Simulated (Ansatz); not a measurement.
One geometry of SiHI3, several levels of theory.

```yaml
crystal:
  periodic: [false, false, false]
  atoms:
    - {symbol: Si, position_ang: [0.000611, -0.001503, 0.159362]}
    - {symbol: H, position_ang: [0.004637, -0.013274, 1.642781]}
    - {symbol: I, position_ang: [2.323968, 0.010037, -0.607923]}
    - {symbol: I, position_ang: [-1.168777, 2.016430, -0.580201]}
    - {symbol: I, position_ang: [-1.160428, -2.011690, -0.614029]}
basis:
  gaussian: {orbitals: def2-SVP, initial_orbitals: start.molden}
hamiltonian: {xc: pbe, dispersion: d4}
scf: {omitted_lower_state_checks: [starts]}
output: {orbitals: {seedname: orbitals}}
```

The file start.molden holds the orbitals of an earlier run on this structure, at another level or in another basis.

```sh
$ ansatz run in.yaml --threads 4 --pin off --events-out ev --progress --plain --max-ram 3916MiB
```

Shortened log:

```
Functional definition: PBE
1202 factors; their error is unknown
mean field evaluation 1: about -32191.6667 eV, gradient 3.6e1 eV
mean field evaluation 2: about -32191.9071 eV, gradient 5.6e-1 eV
mean field evaluation 4: about -32191.8742 eV, gradient 6.7e-2 eV
mean field -32191.87418616 eV, -1183.0295559053 hartree, gradient 1.6e-5 eV, S^2 0.000000; 0 other end points of the search recorded, 0 dependent functions left out
reference -32191.87421688 eV, -1183.0295570343 hartree; 45, 45 occupied and 56, 56 virtual orbitals, 1202 factors
Total energy: -32192.15209452 eV, -1183.0397688493 hartree
Checks for a lower state left out: starts
```

It took 4.6 s on 4 threads of Intel Xeon on a shared host.

Geometry: r2SCAN-D4/def2-SVP.

In the def2 sets I takes a core potential; there is no spin–orbit coupling.
